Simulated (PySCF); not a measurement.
B3LYP has the VWN-RPA correlation part, as in Gaussian. 

```xyz
5

Cl    -1.2008    -1.4823    -0.6197
Si    -0.0021    -0.0026     0.1142
Cl    -0.6791     1.8096    -0.5362
Cl     1.9113    -0.2893    -0.5352
H     -0.0293    -0.0354     1.5769
```

Charge 0, multiplicity 1.

Question: Give the Mulliken and meta-Löwdin atomic charges from B3LYP-D3(BJ)/def2-TZVP (PySCF).

Answer: 
```json
[
 {"atom": "Cl1", "Mulliken (e)": "-0.20", "meta-Löwdin (e)": "-0.26"},
 {"atom": "Si2", "Mulliken (e)": "0.61", "meta-Löwdin (e)": "0.89"},
 {"atom": "Cl3", "Mulliken (e)": "-0.20", "meta-Löwdin (e)": "-0.26"},
 {"atom": "Cl4", "Mulliken (e)": "-0.20", "meta-Löwdin (e)": "-0.26"},
 {"atom": "H5", "Mulliken (e)": "-0.02", "meta-Löwdin (e)": "-0.10"}
]
```
